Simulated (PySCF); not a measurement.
SMILES C=Cc1ccccc1Cl at its GFN2-xTB optimised geometry (Å):

```
16

C     -2.2992    -1.8908    -0.0001
C     -0.9780    -1.7580    -0.0001
C     -0.2297    -0.5069     0.0000
C     -0.8591     0.7407     0.0000
C     -0.1406     1.9189     0.0000
C      1.2443     1.8878     0.0000
C      1.8998     0.6702     0.0000
C      1.1706    -0.5069     0.0000
Cl     2.0636    -1.9931     0.0000
H     -2.7566    -2.8651     0.0001
H     -2.9781    -1.0554     0.0002
H     -0.3677    -2.6506     0.0000
H     -1.9366     0.7821     0.0000
H     -0.6606     2.8651     0.0000
H      1.8137     2.8046     0.0000
H      2.9781     0.6275     0.0000
```

Computed with CAM-B3LYP/def2-TZVP (PySCF 2.14.0). Cells within 0.4 Å of a nucleus heavier than hydrogen are left out (blank, or x).

Map of the deformation density (molecule minus spherical neutral atoms) (e/bohr³) on the plane z = 0.0 Å:

```
|111111111111111111111111111|
|111111111111111111111111111|
|111111111111111111111111111|
|111111111111111111111111111|
|111111111111111111111111111|
|111111111112211112111111111|
|111111111116721127611111111|
|111111111114733348411111111|
|111111111101xx88xx111111111|
|1111111111148333x7311111111|
|111111112327710038512111111|
|1111111198xx20001xx78401111|
|11111111243x510026x46301111|
|111111111116821149411111111|
|111111110002xx77xx101111111|
|111111210013xx65x2111111111|
|111116721126611114211111111|
|1111147x46xx310012112211111|
|111111xxx8xx310111xx3211111|
|111112662227721113xx1111111|
|111113941014811112100111111|
|111111321111101111111111111|
|111111111111111111111111111|
|111111111111111111111111111|
|111111111111111111111111111|
|111111111111111111111111111|
|111111111111111111111111111|
```
Scale: ten equal steps from -0.027 (start of '0') to 0.130 (end of '9'), in the order '0123456789'; x runs from -5.00 to 5.00, y from -5.00 (bottom) to 5.00 (top).
